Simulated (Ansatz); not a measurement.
Coupled-cluster run, AlBFH₃OSSi, SMILES `F[B]1[SiH2][O][Al]1[SH]`.

```yaml
crystal:
  periodic: [false, false, false]
  atoms:
    - {symbol: F, position_ang: [1.806524, -0.136219, 1.961360]}
    - {symbol: B, position_ang: [0.986117, -0.184927, 0.947758]}
    - {symbol: Si, position_ang: [0.663761, -1.370228, -0.705009]}
    - {symbol: O, position_ang: [-0.608288, -0.396049, -1.155626]}
    - {symbol: Al, position_ang: [-0.706853, 0.836604, 0.058417]}
    - {symbol: S, position_ang: [-2.225334, 2.396794, -0.033682]}
    - {symbol: H, position_ang: [1.733000, -1.384190, -1.742206]}
    - {symbol: H, position_ang: [0.214671, -2.767632, -0.450091]}
    - {symbol: H, position_ang: [-1.775097, 2.959546, 1.101978]}
basis:
  gaussian: {orbitals: def2-TZVPP}
correlation: {method: ccsd_t}
output: {orbitals: {seedname: orbitals}}
```

```sh
$ ansatz run in.yaml --threads 4 --pin off --events-out ev --progress --plain --max-ram 10444MiB
```

The program prints (abridged):

```
Functional definition: HF
1574 factors; integrals over basis functions are off by at most 1.0e-3 eV
mean field evaluation 1: about -30726.3458 eV, gradient 4.9e1 eV
mean field evaluation 2: about -30726.6532 eV, gradient 4.9e1 eV
mean field evaluation 4: about -30731.9628 eV, gradient 4.7e0 eV
mean field evaluation 8: about -30732.1048 eV, gradient 5.2e-1 eV
mean field evaluation 16: about -30732.1067 eV, gradient 1.8e-6 eV
mean field -30732.10674074 eV, -1129.3840917520 hartree, gradient 1.8e-6 eV, S^2 0.000000; 0 other end points of the search recorded, 0 dependent functions left out
18 core orbitals not correlated: weight in the atoms' cores, before any rotation towards them, 1.000 or more for the frozen orbitals, at most 0.000 for the correlated occupied ones
reference -30732.10674074 eV, -1129.3840917520 hartree; 16, 16 occupied and 227, 227 virtual orbitals, 1574 factors
second order -25.33012779 eV of doubles, -0.00000000 eV of singles
cycle   1  -25.71975759 eV  change   -3.9e-1 eV  update   1.3e-1
cycle   2  -26.36720439 eV  change   -6.5e-1 eV  update   4.2e-2
cycle   3  -26.55014670 eV  change   -1.8e-1 eV  update   2.4e-2
cycle   4  -26.53119264 eV  change    1.9e-2 eV  update   6.2e-3
cycle   5  -26.52587945 eV  change    5.3e-3 eV  update   3.1e-3
cycle   6  -26.52756070 eV  change   -1.7e-3 eV  update   1.0e-3
cycle   7  -26.52713206 eV  change    4.3e-4 eV  update   4.6e-4
cycle   8  -26.52696037 eV  change    1.7e-4 eV  update   1.6e-4
cycle   9  -26.52706830 eV  change   -1.1e-4 eV  update   7.2e-5
cycle  10  -26.52707586 eV  change   -7.6e-6 eV  update   2.9e-5
perturbative correction -1.08082251 eV, -0.0397194946 hartree
Total energy: -30759.71463910 eV, -1130.3986633036 hartree
```

It took 2.6 min on 4 threads of an Arm Neoverse V2 on a shared host, with 5.8 GiB of host memory at the peak.

MP2 recovers 91.7 % of the CCSD(T) correlation energy and the triples give 3.9 %; T1 = 0.0156.
